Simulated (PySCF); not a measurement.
[Lu(NH3)6]3+: one run

[Lu(NH3)6]3+ (singlet in the valence; each metal's 4f electrons, 14 of them, lie in its core potential, out of spins and levels). PySCF 2.14.0, RKS B3LYP, Lu lcecp-1-SVP with ECP60, N def2-SVP, H def2-SVP; non-relativistic Hamiltonian with scalar-relativistic core potentials where named; density fitting; no spin-orbit coupling. The geometry is an unrelaxed template.

```python
mol = gto.M(atom='''
Lu     0.00000     0.00000     0.00000
N      0.00000     0.00000     2.44500
H      0.81330     0.46960     2.84300
H     -0.81330     0.46960     2.84300
H     -0.00000    -0.93920     2.84300
N      0.00000     0.00000    -2.44500
H      0.81330    -0.46960    -2.84300
H     -0.81330    -0.46960    -2.84300
H     -0.00000     0.93920    -2.84300
N      2.44500     0.00000     0.00000
H      2.84300    -0.46960     0.81330
H      2.84300    -0.46960    -0.81330
H      2.84300     0.93920    -0.00000
N      0.00000     2.44500     0.00000
H      0.46960     2.84300     0.81330
H      0.46960     2.84300    -0.81330
H     -0.93920     2.84300    -0.00000
N     -2.44500     0.00000     0.00000
H     -2.84300     0.46960     0.81330
H     -2.84300     0.46960    -0.81330
H     -2.84300    -0.93920    -0.00000
N     -0.00000    -2.44500     0.00000
H     -0.46960    -2.84300     0.81330
H     -0.46960    -2.84300    -0.81330
H      0.93920    -2.84300    -0.00000''',
    basis={'Lu': 'lcecp-1-SVP', 'N': 'def2-SVP', 'H': 'def2-SVP'},
    ecp={'Lu': 'lcecp-1-SVP'},
    charge=3, spin=0)
mf = dft.RKS(mol, xc='B3LYP')
mf.grids.atom_grid = (50, 194)  # f atoms: unpruned, at least (60, 302)
mf = mf.density_fit()  # fitting sets: Lu AutoAux, N def2-universal-JKFIT, H def2-universal-JKFIT
mf.conv_tol = 1e-08; mf.max_cycle = 55
mf.kernel(dm0)  # dm0: free metal ions and neutral atoms
```

Run from Python with OMP_NUM_THREADS=4; the lines above give its settings. Where DIIS fails, smearing, a level shift and second-order steps follow.
It took 9.5 s on 4 threads of Arm Neoverse V2, on a shared host, peak memory 1.8 GiB.

Task: Where do the frontier levels lie, over both spins?

Result: HOMO -21.29 eV, LUMO -12.49 eV. The 4f levels lie in the core potential and are missing.

Task: What are the Mulliken charges and spins?

Result: 
| atom | charge (e) | spin (e) |
| --- | --- | --- |
| Lu1 | 0.966 | 0.000 |
| N2 | -0.294 | 0.000 |
| H3 | 0.212 | 0.000 |
| H4 | 0.211 | 0.000 |
| H5 | 0.210 | 0.000 |
| N6 | -0.294 | 0.000 |
| H7 | 0.211 | 0.000 |
| H8 | 0.212 | 0.000 |
| H9 | 0.210 | 0.000 |
| N10 | -0.295 | 0.000 |
| H11 | 0.212 | 0.000 |
| H12 | 0.211 | 0.000 |
| H13 | 0.211 | 0.000 |
| N14 | -0.294 | 0.000 |
| H15 | 0.212 | 0.000 |
| H16 | 0.211 | 0.000 |
| H17 | 0.211 | 0.000 |
| N18 | -0.295 | 0.000 |
| H19 | 0.211 | 0.000 |
| H20 | 0.212 | 0.000 |
| H21 | 0.211 | 0.000 |
| N22 | -0.294 | 0.000 |
| H23 | 0.211 | 0.000 |
| H24 | 0.212 | 0.000 |
| H25 | 0.211 | 0.000 |

An lcecp potential fixes the number of 4f electrons, so in runs with it no electron can move into or out of that shell.
